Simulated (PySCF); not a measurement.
This PySCF input asks for the NMR shieldings of SMILES C[C@@H]1C[SiH2]O[Si@H]1BO[SiH3], C$_{3}$H$_{13}$BO$_{2}$Si$_{3}$; the geometry comes from GFN2-xTB.

```python
import basis_set_exchange as bse
import numpy as np
from pyscf import gto, dft
from pyscf.prop import nmr

atoms = """
C    -1.754710   -1.894352   -0.857592
C    -1.042030   -0.711635   -0.210226
C    -2.034193    0.272821    0.430404
Si   -1.131549    1.934816    0.637428
O     0.010231    1.746209   -0.517239
Si    0.099101    0.328199   -1.371571
B     1.972346   -0.240047   -1.518756
O     2.816684   -0.154577   -0.513667
Si    3.202467    0.211266    1.014529
H    -2.375646   -2.420374   -0.132093
H    -2.394904   -1.555689   -1.669573
H    -1.033439   -2.600301   -1.265976
H    -0.407893   -1.107528    0.594967
H    -2.877947    0.407153   -0.250284
H    -2.444595   -0.137930    1.353807
H    -1.925452    3.101355    0.269626
H    -0.427440    2.085012    1.910065
H    -0.671756    0.602508   -2.601927
H     2.403954   -0.698443   -2.522965
H     2.074112    0.712344    1.801131
H     3.673941   -1.072915    1.537674
H     4.258308    1.211492    0.874523
"""
names = dict.fromkeys(["C", "Si", "O", "B", "H"], "pcSseg-1")
basis = {el: gto.basis.parse(bse.get_basis(n, elements=[el], fmt="nwchem")) for el, n in names.items()}
mol = gto.M(atom=atoms, basis=basis, charge=0, verbose=0)
mf = dft.RKS(mol, xc="PBE0")
mf.grids.level = 2
mf.grids.alignment = dft.numint.BLKSIZE   # the property module wants whole blocks of grid points
mf.conv_tol = 1e-9
mf.kernel()

calc = nmr.RKS(mf)   # GIAO
C = mf.mo_coeff
Co = C[:, mf.mo_occ > 0]
resp = mf.gen_response(singlet=True, hermi=2)
def vind(x):   # induced exchange potential for any number of trial vectors
    d = np.einsum("pi,xij,qj->xpq", C, 2 * x.reshape(-1, C.shape[1], Co.shape[1]), Co, optimize=True)
    return np.einsum("xpq,pi,qj->xij", resp(d - d.transpose(0, 2, 1)), C, Co, optimize=True).ravel()
mo1, _ = nmr.rhf.solve_mo1(calc, with_cphf=vind)
sigma = calc.kernel(mo1)
for i, s in enumerate(sigma):   # ppm
    w = np.linalg.eigvalsh((s + s.T) / 2)
    print("%2d %-2s iso %8.1f  s11 %8.1f  s22 %8.1f  s33 %8.1f" % (i, mol.atom_pure_symbol(i), w.mean(), *w))
```

**Question.** What does it print?

**Answer.** 
```
 0 C  iso    166.1  s11    150.9  s22    160.8  s33    186.6
 1 C  iso    161.4  s11    146.2  s22    162.8  s33    175.2
 2 C  iso    164.1  s11    139.5  s22    163.4  s33    189.4
 3 Si iso    351.3  s11    281.6  s22    351.9  s33    420.5
 4 O  iso    305.0  s11    225.1  s22    320.5  s33    369.5
 5 Si iso    353.9  s11    325.2  s22    336.5  s33    400.0
 6 B  iso     38.5  s11    -38.8  s22     47.9  s33    106.5
 7 O  iso    110.9  s11   -148.7  s22     62.0  s33    419.4
 8 Si iso    387.6  s11    346.8  s22    362.3  s33    453.7
 9 H  iso     30.1  s11     25.8  s22     27.7  s33     37.0
10 H  iso     30.7  s11     26.7  s22     28.8  s33     36.7
11 H  iso     30.4  s11     25.2  s22     28.3  s33     37.8
12 H  iso     30.4  s11     26.8  s22     28.5  s33     36.0
13 H  iso     30.9  s11     26.4  s22     29.3  s33     37.0
14 H  iso     30.5  s11     26.4  s22     27.8  s33     37.2
15 H  iso     26.5  s11     23.0  s22     24.0  s33     32.5
16 H  iso     26.6  s11     22.7  s22     24.8  s33     32.1
17 H  iso     26.9  s11     23.1  s22     25.1  s33     32.6
18 H  iso     25.2  s11     22.6  s22     24.6  s33     28.4
19 H  iso     26.2  s11     22.1  s22     27.4  s33     29.1
20 H  iso     26.4  s11     23.6  s22     24.6  s33     30.8
21 H  iso     26.3  s11     23.4  s22     24.5  s33     31.0
```

These numbers come from an equivalent density-fitted implementation of the same equations, which agrees with the script to about 0.01 ppm for H and up to a few tenths of a ppm for heavy atoms, so last digits may differ.

Size and cost of the density-fitted run: 239 basis functions, 77 s wall time on 1 thread of an Intel Xeon Platinum 8259CL, shared host; peak memory 1.2 GiB.
